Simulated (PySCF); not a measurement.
## A small calculation by hand: chemical shift, span and skew from a shielding tensor

FGeH4N, SMILES [GeH2]([F])[NH2]. Atoms are numbered in the order given.

```xyz
7

Ge    -0.3335    -0.0533     0.0000
N      0.4954     1.5577     0.0000
F      0.8210    -1.3704     0.0000
H     -1.1241    -0.2145    -1.3003
H     -1.1241    -0.2145     1.3003
H      1.0311     1.7819     0.8255
H      1.0311     1.7819    -0.8255
```

Geometry: PBE0-D3(BJ)/def2-TZVP. One conformer was computed; it need not be the lowest.

GIAO shieldings from PySCF with PBE0/pcSseg-1, non-relativistic, no solvent. The symmetric part of the tensor of F3 has the principal values 293.6, 360.5, 411.3 ppm. The same nucleus in CFCl3 has σ = 167.2 ppm at this level (PySCF, at its B3LYP-D3(BJ)/def2-TZVP geometry).

Task: Work out the isotropic shielding, the ¹⁹F shift against CFCl3, the span and the skew.

Result: 
σ(iso) = (σ11 + σ22 + σ33)/3 = 355.1 ppm. δ = σ(ref) − σ(iso) = 167.2 − (355.1) = -187.9 ppm.
Span Ω = σ33 − σ11 = 117.7 ppm. Skew κ = 3(σ(iso) − σ22)/Ω = -0.14. Tumbling in solution averages the tensor to δ; in a static solid the shielding alone would spread this spin-1/2 line over Ω.
